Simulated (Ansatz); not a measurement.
Br₂Sn (`[Br][Sn][Br]`). Total charge 0; spin multiplicity 1. Sn: def2 effective core potential.

```json
{"atom": "Br1", "x (Å)": "-1.215", "y (Å)": "-1.572", "z (Å)": "-0.176"}
{"atom": "Sn2", "x (Å)": "-0.188", "y (Å)": "0.411", "z (Å)": "0.989"}
{"atom": "Br3", "x (Å)": "1.403", "y (Å)": "1.161", "z (Å)": "-0.814"}
```

What are the harmonic wavenumbers in cm⁻¹ at PBE0-D4/def2-TZVP (Ansatz, finite differences of forces, unscaled)? (Best estimate.)

The calculation gave: 79, 238, 246.

Is this a minimum?

Yes, all 3 modes are real.

Give the ideal-gas thermochemistry at 298.15 K and 1 bar (rigid rotor, harmonic oscillator; point group C2v, symmetry number 2).

Zero-point energy 3.4 kJ/mol; H(298) − E = 17.9 kJ/mol; entropy 328.9 J/(mol·K), of which translation 179.1, rotation 118.5, vibration 31.3; G(298) − E = -80.1 kJ/mol. Modes under 100 cm⁻¹ are hindered rotations or soft bends, so the harmonic entropy is rough.

And at 400, 500, 600, 800 and 1000 K?


```tsv
T (K)	H − E (kJ/mol)	S (J/mol/K)	G − E (kJ/mol)
400	23.7	345.6	-114.5
500	29.5	358.4	-149.7
600	35.2	368.9	-186.1
800	46.8	385.5	-261.6
1000	58.4	398.5	-340.1
```
